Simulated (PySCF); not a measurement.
# Basis-set dependence of population analyses: `FBc1cccs1`

Species: C₄H₄BFS.
Bonds: F1–B2, B2–C3, C3–C4 (aromatic), C4–C5 (aromatic), C5–C6 (aromatic), C6–S7 (aromatic), C3–S7 (aromatic). Hydrogens: H8 on B2; H9 on C4; H10 on C5; H11 on C6.

PBE0 throughout (PySCF), one geometry, spherical d and f functions. One conformer (not necessarily the lowest) at the PBE0-D3(BJ)/def2-SVP geometry, without solvent, vibrations or thermal averaging. The first 7 of 11 kinds of atom are listed.

Mulliken charges (e):

```csv
basis,functions,F1,B2,C3,C4,C5,C6,S7
STO-3G,43,-0.095,+0.229,-0.229,-0.100,-0.113,-0.202,+0.308
6-31G,75,-0.307,+0.503,-0.573,-0.088,-0.082,-0.567,+0.552
pcSseg-0,75,-0.317,+0.712,-0.848,-0.115,-0.181,-0.578,+0.543
6-31G*,110,-0.257,+0.380,-0.321,-0.147,-0.132,-0.406,+0.332
cc-pVDZ,122,-0.096,+0.225,-0.182,-0.013,+0.029,-0.145,+0.175
def2-SVP,122,-0.115,+0.215,-0.184,+0.003,-0.013,-0.111,+0.120
aug-cc-pVDZ,201,-0.430,-0.363,-0.165,+0.847,+0.542,+0.057,+0.338
"6-311+G(2d,p)",221,-0.369,+0.394,-0.024,+0.184,-0.403,+0.168,-0.363
def2-TZVP,247,-0.237,+0.226,-0.036,-0.193,-0.124,-0.150,+0.088
cc-pVTZ,270,-0.200,+0.192,-0.071,-0.107,-0.153,-0.144,+0.115
IGLO-III,294,-0.356,+0.478,-0.254,-0.113,-0.101,-0.234,+0.344
pcSseg-2,315,-0.340,+0.606,-0.342,+0.015,-0.112,-0.040,+0.127
```

IAO charges (e):

| basis | functions | F1 | B2 | C3 | C4 | C5 | C6 | S7 |
| --- | --- | --- | --- | --- | --- | --- | --- | --- |
| STO-3G | 43 | -0.135 | +0.228 | -0.308 | -0.149 | -0.183 | -0.283 | +0.426 |
| 6-31G | 75 | -0.293 | +0.342 | -0.302 | -0.136 | -0.182 | -0.288 | +0.334 |
| pcSseg-0 | 75 | -0.277 | +0.335 | -0.310 | -0.132 | -0.181 | -0.289 | +0.340 |
| 6-31G* | 110 | -0.300 | +0.373 | -0.324 | -0.128 | -0.177 | -0.296 | +0.371 |
| cc-pVDZ | 122 | -0.298 | +0.356 | -0.318 | -0.132 | -0.181 | -0.297 | +0.378 |
| def2-SVP | 122 | -0.296 | +0.359 | -0.321 | -0.128 | -0.178 | -0.294 | +0.383 |
| aug-cc-pVDZ | 201 | -0.310 | +0.362 | -0.319 | -0.136 | -0.185 | -0.301 | +0.381 |
| 6-311+G(2d,p) | 221 | -0.312 | +0.366 | -0.329 | -0.135 | -0.185 | -0.308 | +0.397 |
| def2-TZVP | 247 | -0.313 | +0.371 | -0.333 | -0.134 | -0.184 | -0.311 | +0.402 |
| cc-pVTZ | 270 | -0.311 | +0.371 | -0.328 | -0.135 | -0.184 | -0.306 | +0.392 |
| IGLO-III | 294 | -0.313 | +0.369 | -0.332 | -0.136 | -0.185 | -0.312 | +0.405 |
| pcSseg-2 | 315 | -0.313 | +0.372 | -0.331 | -0.134 | -0.184 | -0.309 | +0.397 |

Q: Which scheme is steadiest as the basis changes?

A: Largest range over the bases for any column: IAO 0.18 e, Mulliken 1.07 e. IAO charges move least and Mulliken charges most, counted in e. Without the minimal STO-3G basis the ranges are IAO 0.07, Mulliken 1.07 e.

Q: How much do the charges still move between the two largest bases, IGLO-III and pcSseg-2?

A: At most, over all atoms: Mulliken 0.217 e, IAO 0.008 e.

Q: What do the same runs give for the total energy, the frontier levels and the dipole moment?

A: 
```csv
basis,energy (Eh),HOMO (eV),LUMO (eV),μ (D)
STO-3G,-669.3317,-4.80,1.43,1.06
6-31G,-677.1889,-7.31,-1.61,2.48
pcSseg-0,-676.2170,-7.70,-1.91,2.36
6-31G*,-677.2886,-7.13,-1.45,2.15
cc-pVDZ,-677.3324,-7.27,-1.63,2.17
def2-SVP,-676.9846,-7.37,-1.70,2.16
aug-cc-pVDZ,-677.3488,-7.39,-1.82,2.26
"6-311+G(2d,p)",-677.4076,-7.39,-1.81,2.30
def2-TZVP,-677.4372,-7.38,-1.77,2.26
cc-pVTZ,-677.4307,-7.36,-1.74,2.25
IGLO-III,-677.4392,-7.37,-1.77,2.24
pcSseg-2,-677.4431,-7.42,-1.82,2.25
```

The dipole is fixed by the density alone, so its range of 1.42 D shows that the density itself changes with the basis, not only its division among atoms.
